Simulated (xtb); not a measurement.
C2H7BFNO, SMILES O(CB(N)F)C. All values are semi-empirical tight-binding results from xtb (GFN2-xTB unless named), good for trends rather than for accurate numbers. The structure is a stationary point at GFN2-xTB. The structure was generated by enumeration, and PubChem lists no compound with its InChIKey, so it may never have been made. One conformer was computed; it need not be the lowest.

Computed properties:
- orbital gap = 5.63 eV
- dipole moment = 2.13 D
- zero-point energy = 63.2 kcal/mol
- G − E(el) at 298.15 K (modified RRHO) = 43.4 kcal/mol
- static polarisability (D4 model) = 54.6 bohr³
- solvation energy, GFN2-xTB/ALPB(water) = -5.5 kcal/mol
- solvation energy, GFN2-xTB/ALPB(acetone) = -7.4 kcal/mol

Computed IR lines (harmonic; lines under 4 % of the strongest left out, lines within 3 cm⁻¹ merged):
ν (cm⁻¹): 371 (w), 574 (m), 602 (s), 832 (w), 845 (m), 957 (w), 1099 (m), 1130 (w), 1142 (w), 1205 (vs), 1245 (w), 1306 (w), 1385 (s), 1519 (vs), 2866 (m), 2885 (m), 2914 (m), 2946 (w), 3021 (w) (against the strongest line: vs over 80 %, s over 45 %, m over 15 %, w over 4 %, vw less)
